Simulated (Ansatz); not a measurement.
Input for Ansatz (development build ahead of 0.2.0):

```yaml
crystal:
  periodic: [false, false, false]
  atoms:
    - { symbol: Br, position_ang: [0.0, 0.0, 0.0] }
basis:
  gaussian: { orbitals: cc-pVTZ }
magnetization:
  spin_polarized: true
  initial_magnetization: 1
hamiltonian:
  xc: hf
correlation:
  method: mp2
  frozen_orbitals: { Br: 9 }
```

The input is written out in the form of the current development build from the run's settings.

Output:

- Converged: yes
- Reference energy: -2572.44509 hartree
- Correlation energy: -0.19437 hartree
- Total energy: -2572.63945 hartree
- Spin squared of the determinant: 0.759
